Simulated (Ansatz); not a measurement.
H3Si (SMILES [SiH3]), charge 0, multiplicity 2, relaxed at each level with Ansatz (a first-principles code); harmonic frequencies from differences of analytic forces, average atomic masses, frozen cores. Open shells are unrestricted.

Q: Give the equilibrium geometry, the harmonic frequencies and the zero-point energy at MP2/cc-pV(T+d)Z.

A: 
(charge 0, multiplicity 2):
```xyz
4

Si    -0.00038     0.00004     0.07807
H     -0.57136     1.28148    -0.37735
H      1.39835    -0.14462    -0.36708
H     -0.82153    -1.13740    -0.37741
```
Frequencies (cm⁻¹): 806, 966, 966, 2269, 2300, 2300. Zero-point energy 13.73 kcal/mol.

Q: Give the equilibrium geometry, the harmonic frequencies and the zero-point energy at CCSD(T)/cc-pV(T+d)Z.

A: 
(charge 0, multiplicity 2):
```
atom    x (Å)    y (Å)    z (Å)
----  -------  -------  -------
Si    -0.0004   0.0000   0.0774
H     -0.5741   1.2875  -0.3771
H      1.4049  -0.1453  -0.3668
H     -0.8254  -1.1428  -0.3772
```
Frequencies (cm⁻¹): 778, 943, 943, 2217, 2250, 2250. Zero-point energy 13.41 kcal/mol.
